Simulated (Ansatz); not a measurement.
Molecule: sum formula BN2H4F (charge 0, singlet). SMILES: NB(N)F
Geometry from a B3LYP-D3(BJ)/def2-TZVP (Ansatz, a first-principles code) optimisation:
```xyz
8

B      0.0014     0.0156     0.0056
F      0.1193     1.2867     0.4613
N      1.1907    -0.7037    -0.2412
N     -1.3015    -0.4919    -0.1874
H      1.2201    -1.6480    -0.5787
H      2.0929    -0.2912    -0.0857
H     -2.1138     0.0663     0.0051
H     -1.5042    -1.4165    -0.5199
```

Atomisation energy built up term by term with Ansatz (kcal/mol; UHF references for open shells; valence terms freeze the core; atomic spin-orbit terms are left out). CBS marks a two-point X^-3 extrapolation of the correlation energy; Hartree-Fock from the larger set.

```
term                                          basis  kcal/mol
-----------------------  --------------------------  --------
Hartree-Fock                                cc-pVQZ    545.81
CCSD correlation               CBS(cc-pVTZ,cc-pVQZ)    204.21
(T)                            CBS(cc-pVTZ,cc-pVQZ)     12.71
core correlation                          cc-pwCVTZ      3.18
scalar relativity (X2C)  cc-pVTZ-DK against cc-pVTZ     -0.89
sum: De                                                 765.0
```

(T) makes 1.7 % of the CCSD(T) atomisation energy; under 5 % is typical of single-reference molecules.
